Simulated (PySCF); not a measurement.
## S⁻ (sulfur, charge -1) across methods

[Ne] 3s2 3p5, 2P determinant. All numbers are calculated (PySCF 2.14, the spin-free X2C one-electron Hamiltonian (Gaussian nucleus), in x2c-QZVPPall with one added diffuse shell each of s, p, d, f type (10s7p5d3f1g, 86 functions)).

```
 method  E (hartree)  mean ε 3s β (eV)  mean ε 3p α (eV)  mean ε 3p β (eV)  Σ⟨r²⟩ (bohr²)   ⟨S²⟩
    PBE    -399.1267            -8.406             0.435             1.120          45.43  0.755
    LDA    -397.9103            -8.572             0.330             1.020          45.57  0.753
 r2SCAN    -399.2652            -8.676             0.198             0.974          44.19  0.759
   BP86    -399.3461            -8.552             0.337             0.986          45.29  0.755
  B3LYP    -399.3199            -9.881            -0.427             0.275          44.82  0.755
wB97M-V    -399.2647           -12.872            -2.748            -2.007          44.38  0.753
    UHF   -398.62972           -14.538            -3.490            -2.312          43.20  0.764
   PBE0    -399.1540           -10.120            -0.652             0.126          44.06  0.756
```

(1) Estimate the same row for M06-2X.

The highest occupied level is positive at PBE, LDA, r2SCAN, BP86, B3LYP, PBE0: only the finite basis holds that electron, which in a density functional comes from self-interaction.

## Answers

(1) E (hartree) = -399.2863; mean ε 3s β (eV) = -11.650; mean ε 3p α (eV) = -1.686; mean ε 3p β (eV) = -0.869; Σ⟨r²⟩ (bohr²) = 43.77; ⟨S²⟩ = 0.755.
